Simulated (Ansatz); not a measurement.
Molecule: CH$_{8}$OSi$_{2}$, net charge 0, singlet state. 
Coordinates optimised at B3LYP-D3(BJ)/def2-TZVP (Ansatz, an electronic-structure program):
```xyz
12

C      2.4724    -0.1402     0.4071
Si     0.9669    -0.0118    -0.6795
O     -0.3766     0.0046     0.2655
Si    -2.0075     0.0786     0.3555
H      2.4476    -1.0560     1.0007
H      2.5327     0.7084     1.0912
H      3.3813    -0.1529    -0.1993
H      1.0077     1.2341    -1.4851
H      0.8918    -1.1671    -1.6082
H     -2.3986     0.0244     1.7806
H     -2.4995     1.3419    -0.2437
H     -2.6156    -1.0638    -0.3671
```

Atomisation energy built up term by term with Ansatz (kcal/mol; UHF references for open shells; valence terms freeze the core; atomic spin-orbit terms are left out). CBS marks a two-point X^-3 extrapolation of the correlation energy; Hartree-Fock from the larger set.

```tsv
term	basis	kcal/mol
Hartree-Fock	aug-cc-pV(Q+d)Z	(withheld)
CCSD correlation	CBS(aug-cc-pV(T+d)Z,aug-cc-pV(Q+d)Z)	(withheld)
(T)	CBS(aug-cc-pV(T+d)Z,aug-cc-pV(Q+d)Z)	10.11
core correlation	cc-pwCVTZ	1.23
scalar relativity (X2C)	cc-pVTZ-DK against cc-pVTZ	-1.99
sum: De		(withheld)
```

### Question
Complete the blanks.

### Answer

- Hartree-Fock, kcal/mol: 771.11
- CCSD correlation, kcal/mol: 225.49
- sum: De, kcal/mol: 1005.9
